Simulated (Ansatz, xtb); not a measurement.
# Relative energy of two structures of GeH6PSi+

Structure I: `[SiH3][PH2+][GeH]`, a singlet. Structure II: a singlet given by its coordinates. Both are isolated ions in the gas phase, relaxed with PBE-D3(BJ)/def2-SVP; the shapes shown needn't be the lowest conformers.

I (Å):

```yaml
atoms:
  - { symbol: Ge, position_ang: [-2.7773, 0.3271, -1.3237] }
  - { symbol: P, position_ang: [-0.3888, -0.1091, -0.7671] }
  - { symbol: Si, position_ang: [0.8805, 1.5316, 0.2770] }
  - { symbol: H, position_ang: [0.8264, 2.6837, -0.6733] }
  - { symbol: H, position_ang: [0.1446, 1.7660, 1.5562] }
  - { symbol: H, position_ang: [2.2367, 0.9233, 0.4338] }
  - { symbol: H, position_ang: [-0.3211, -1.2431, 0.1011] }
  - { symbol: H, position_ang: [0.3659, -0.5614, -1.8911] }
  - { symbol: H, position_ang: [-2.9223, 0.4650, 0.2762] }
```

II (Å):

| atom | x (Å) | y (Å) | z (Å) |
| --- | --- | --- | --- |
| Ge | 1.5053 | -0.0488 | 0.9020 |
| P | 0.9449 | 1.9147 | -0.5556 |
| Si | -0.7120 | -0.7849 | 0.5349 |
| H | -1.8092 | -0.0751 | -0.2072 |
| H | -1.1795 | -1.9646 | 1.3302 |
| H | -0.2226 | 0.3078 | 1.6930 |
| H | -0.3930 | 2.2165 | -0.9535 |
| H | 1.4157 | 3.1720 | -0.0734 |
| H | 1.6239 | 1.8055 | -1.8048 |

Close contacts (Å): Ge1–P2 2.51, Ge1–Si3 2.36, Ge1–H6 1.93, P2–H7 1.43, P2–H8 1.43, P2–H9 1.43, Si3–H4 1.50, Si3–H5 1.50, Si3–H6 1.67.

**Question.** Estimate E(II) − E(I) at the level CCSD(T)/def2-TZVP.

**Answer.** Calculated at CCSD(T)/def2-TZVP: E(II) − E(I) = +0.254 eV, so structure I lies lower.

How the difference moves with the method:

```json
{"level": "PBE-D3(BJ)/def2-SVP", "geometry": "PBE-D3(BJ)/def2-SVP", "E(II) − E(I) (eV)": "+0.080", "departure from the last row (eV)": "−0.174", "job, with rough time for the two": "optimisation, 34 s"}
{"level": "HF/def2-TZVP", "geometry": "PBE-D3(BJ)/def2-SVP", "E(II) − E(I) (eV)": "+0.650", "departure from the last row (eV)": "+0.396", "job, with rough time for the two": "part of the CCSD(T) run"}
{"level": "MP2/def2-TZVP", "geometry": "PBE-D3(BJ)/def2-SVP", "E(II) − E(I) (eV)": "+0.218", "departure from the last row (eV)": "−0.036", "job, with rough time for the two": "part of the CCSD(T) run"}
{"level": "CCSD(T)/def2-TZVP", "geometry": "PBE-D3(BJ)/def2-SVP", "E(II) − E(I) (eV)": "+0.254", "departure from the last row (eV)": "", "job, with rough time for the two": "single point, 67 s"}
```

The levels shown agree on the order. The largest departure from CCSD(T)/def2-TZVP is that of HF/def2-TZVP, 0.396 eV. Levels run at GFN2-xTB geometries aren't shown.

With harmonic frequencies from PBE-D3(BJ)/def2-SVP (ideal gas, rigid rotor, one conformer each, 298.15 K, 1 atm): the zero-point term adds +0.023 eV; ΔH is +0.266 and ΔG +0.310 eV.

The correlated steps freeze 19 core orbitals; the filled d shell of Ge is correlated, in a basis made for valence electrons. Run with Ansatz 0.2.0; the last row on 2 threads of Arm Neoverse V1 on a shared host.
